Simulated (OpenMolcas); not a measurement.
Tm3+ among 7 point charges of -2 e arranged as a pentagonal bipyramid (D5h). The axial distance is 1.16 times the equatorial one, R.

```yaml
Program: OpenMolcas 26.06
Method: CASSCF
Basis: ANO-RCC-VDZP [7s6p4d2f1g]
Scalar_Hamiltonian: DKH2, point nucleus
Active_space: 12 electrons in 7 orbitals (4f)
State_averaging: 2S+1 = 3 even, 21 roots; 2S+1 = 1 even, 27 roots kept (CI in the orbitals of an earlier block)
Spin-orbit_coupling: RASSI with atomic mean-field integrals over the reference wave functions
```

All point charges move together. At R = 2.6 Å the width of the lowest J multiplet is 1458 cm-1, and at R = 2.74 Å it is 1254 cm-1.

**Question.** A third run gives 1897 cm-1. What distance was it run at?

**Answer.** With a power law R^-n the two known points give n = -ln(1254 / 1458) / ln(2.74 / 2.6) = 2.87. Then R = 2.6 × (1458 / 1897)^(1/2.87) = 2.372 Å. The run was at 2.37 Å, so the estimate is off by +0.002 Å.

Point charges carry no covalency, so the field is a model and not that of real ligands. An unlabelled pair can be two single states that coincide in this model. No measured value stands beside these numbers.
